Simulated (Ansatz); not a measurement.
K₅H₆⁻. Charge -1, multiplicity 1. Geometry PBE-D4/def2-SVPD, basis def2-TZVPD, Ansatz.

```csv
atom,x (Å),y (Å),z (Å)
K1,1.993,-2.274,2.555
K2,-1.846,0.531,0.568
K3,-2.023,-2.356,3.820
K4,0.131,3.016,-2.399
K5,3.022,0.326,-0.851
H6,-1.898,2.364,-1.192
H7,0.255,-0.096,-3.155
H8,0.243,-3.231,4.202
H9,2.411,2.093,-2.641
H10,0.867,0.381,-3.242
H11,-3.155,-0.754,2.334
```

```csv
run,HOMO (eV),LUMO (eV)
A,0.49,1.21
B,0.14,1.56
C,0.41,1.20
D,0.53,1.40
E,-0.91,2.29
F,0.68,1.22
```

In the singlet, H7 and H10 lie 0.78 Å apart (atoms count from 1), so H2 has formed as a molecule. Another isomer (singlet) lies 0.62 eV lower at PBE0-D4/def2-TZVPD; other spin states weren't run for this one.

Problem. The runs used BLYP, LDA (SPW92), PBE, PBE0, r2SCAN, ωB97X-V. Estimate which is which.

Solution. A PBE (0 % exact exchange); B PBE0 (25 % exact exchange); C LDA (SPW92) (0 % exact exchange); D r2SCAN (0 % exact exchange); E ωB97X-V (range-separated); F BLYP (0 % exact exchange). Exact exchange lowers occupied and raises empty levels; among semilocal functionals meta-GGAs tend to open the gap a little, and such runs are hard to tell apart. The gap grows from 0.54 eV (BLYP) to 3.19 eV (ωB97X-V). The restricted singlet is unstable towards broken spin symmetry in Hartree–Fock (as tested in another run); at PBE-D4/def2-TZVPD, PBE0-D4/def2-TZVPD, LDA (SPW92)/def2-TZVPD, r2SCAN-D4/def2-TZVPD and others this wasn't settled. At PBE-D4/def2-TZVPD, PBE0-D4/def2-TZVPD, LDA (SPW92)/def2-TZVPD, r2SCAN-D4/def2-TZVPD and others the highest occupied level of the charge -1 singlet lies above zero (up to 0.68 eV). The electron is either unbound and held by the finite basis, or the level is raised by self-interaction error.
